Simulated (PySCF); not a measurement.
Species: C₇H₇F₂ (doublet state).
Cartesian coordinates in Å at the GFN2-xTB level; atoms count from 1:
```
atom  x, y, z in Å
C1     2.861   -0.730   -0.564
C2     1.540   -0.676   -0.282
F3     0.823   -1.807   -0.485
C4     0.844    0.441    0.212
C5    -0.535    0.506    0.497
C6    -1.064    1.791    1.084
C7    -1.385   -0.498    0.280
C8    -2.261   -1.426    0.084
F9    -2.979   -1.540   -1.061
H10    3.489    0.128   -0.425
H11    3.304   -1.635   -0.937
H12    1.436    1.325    0.390
H13   -2.130    1.716    1.279
H14   -0.549    2.016    2.015
H15   -0.891    2.612    0.389
H16   -2.512   -2.215    0.782
```

The hyperfine couplings belong to this conformer and change with its torsions.

Identity: `C=C(F)/C=C(C)\[C]=C/F` [radical].

The calculation used UKS B3LYP, pcH-1 on C F H, non-relativistic, mean-field spin-orbit, GIAO in PySCF. The structure is a single GFN2-xTB conformer in the gas phase; no vibrational or solvent corrections. A GFN2-xTB geometry isn't a minimum of the functional, and hyperfine couplings can be far from their values at a DFT geometry. No stability test was run, so a lower SCF solution isn't excluded. ⟨S²⟩ is 0.790 where a pure state has 0.75.

(1) What is the g tensor, term by term?

(2) What effective moment and Curie constant follow for a powder?

(3) At 34.021 GHz, how far is the centre of the isotropic spectrum from where a free electron (g = 2.002319) resonates?

(4) What are the electron Larmor frequencies g μB B/h along the three axes at 330 mT?

(5) In a frozen sample, at which fields do the three g values resonate at 9.5, 34, 94 and 263 GHz (hyperfine left aside), and which band first spreads them over more than twice a line width of 0.3 mT?

## Answers

(1) 
```tsv
Δg (ppm)	1	2	3
relativistic mass correction	-141	-141	-141
gauge correction	23	56	13
orbital Zeeman/spin–orbit	-377	-102	135
total	-496	-187	6
```

So g = 2.00182, 2.00213, 2.00233 and g_iso = 2.00209; the tensor is rhombic: the two nearest values differ by 38 % of g3 − g1. 

(2) With the mean of g² = 4.0084 and S(S+1) = 0.75: μ_eff = √(⟨g²⟩S(S+1)) = 1.734 μB and χT = 0.12505·⟨g²⟩·S(S+1) = 0.376 cm³ K/mol (cgs; spin-Hamiltonian part alone).

(3) B = hν/(g μB) with μB/h = 13.99624 MHz/mT gives 1213.95 mT for the free electron and 1214.09 mT at g_iso, 0.14 mT higher.

(4) 9.2459, 9.2474, 9.2483 GHz for g1, g2 and g3, a range of 2.3 MHz.

(5) 
```
band    GHz  B(g3) mT  B(g2) mT  B(g1) mT  spread mT
   X    9.5    338.98    339.02    339.07       0.08
   Q   34.0   1213.20   1213.32   1213.50       0.30
   W   94.0   3354.14   3354.47   3354.98       0.84
   J  263.0   9384.47   9385.37   9386.82       2.35
```

The spread grows in proportion to the frequency. W band is the first where it exceeds 0.6 mT.

The largest Mulliken spin populations are on C4 (+0.56), C1 (+0.49), C7 (+0.44) and C5 (-0.21). Three atoms exceed +0.15. The positive populations add up to 1.54 and the negative ones to -0.54, together 2S = 1. The angles at C4 add up to 360.0°, so it is planar.

The HOMO–LUMO gaps are 5.05 eV among the α and 3.87 eV among the β orbitals.

The SMILES draws the unpaired electron on C7; the largest computed Mulliken spin population is on C4 (0.56 against 0.44).
